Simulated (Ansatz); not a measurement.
H2B3O3 (SMILES [B]1OBOBO1), doublet, geometry from GFN2-xTB; Ansatz (a program for electronic structure) with CAM-B3LYP/6-311G**.

Ansatz was given this input:
Ansatz 0.2 input:
```yaml
crystal:
  periodic: [false, false, false]
  atoms:
    - {symbol: B, position_ang: [0.84764447, 1.05869636, -0.44322339]}
    - {symbol: O, position_ang: [1.37682875, -0.15179262, -0.10627797]}
    - {symbol: B, position_ang: [0.57274001, -1.16265845, 0.31632496]}
    - {symbol: O, position_ang: [-0.76697225, -0.95793786, 0.40104083]}
    - {symbol: B, position_ang: [-1.31023903, 0.24153226, 0.06930465]}
    - {symbol: O, position_ang: [-0.49956289, 1.24748569, -0.35243410]}
    - {symbol: H, position_ang: [1.03254502, -2.19928698, 0.60412444]}
    - {symbol: H, position_ang: [-2.46562116, 0.40939446, 0.14521434]}
basis:
  gaussian:
    orbitals: 6-311G__.json
hamiltonian:
  xc: cam_b3lyp
magnetization: {spin_polarized: true, initial_magnetization: 1}
accuracy: high
```
The basis file holds 6-311G** in the JSON format of the Basis Set Exchange.

It wrote (shortened):

```
Functional definition: CAM-B3LYP
2502 factors; integrals over basis functions are off by at most 3.6e-9 eV
439 factors; integrals over basis functions are off by at most 2.0e-9 eV
mean field evaluation 1: about -8199.0141 eV, gradient 4.9e1 eV
mean field evaluation 2: about -8195.5670 eV, gradient 6.0e1 eV
mean field evaluation 4: about -8206.4890 eV, gradient 4.0e-1 eV
mean field evaluation 8: about -8206.6558 eV, gradient 1.1e-1 eV
mean field evaluation 16: about -8206.6558 eV, gradient 5.5e-5 eV
mean field -8206.65584037 eV, -301.5890394625 hartree, gradient 1.8e-8 eV, S^2 0.751427; 0 other end points of the search recorded, 0 dependent functions left out
reference -8206.65585973 eV, -301.5890401740 hartree; 21, 20 occupied and 99, 100 virtual orbitals, 2502 factors
Total energy: -8206.65585973 eV, -301.5890401740 hartree
```
